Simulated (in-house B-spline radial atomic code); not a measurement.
A fraction x of an electron is removed from 4f in the neodymium ion Nd³⁺, starting from [Xe] 4f3 and keeping the highest spin. Computed with a radial B-spline atomic code at the basis-set limit: scalar-relativistic (X2C) TPSSh, spin-polarised, spherical fractional occupations, Fermi nucleus of rms radius 4.9123 fm.

Caution: exact exchange at fractional occupations of open shells leaves self-interaction of up to several eV.

```csv
x,E(x) - E(0) (eV),4f up level (eV)
0,0.0000,-31.294
0.04,1.2656,-31.986
0.13,4.2148,-33.556
0.34,11.6521,-37.293
0.43,15.0818,-38.925
0.5,17.8513,-40.207
0.54,19.4743,-40.944
0.7,26.2633,-43.927
0.83,32.1336,-46.391
0.9,35.4279,-47.732
```
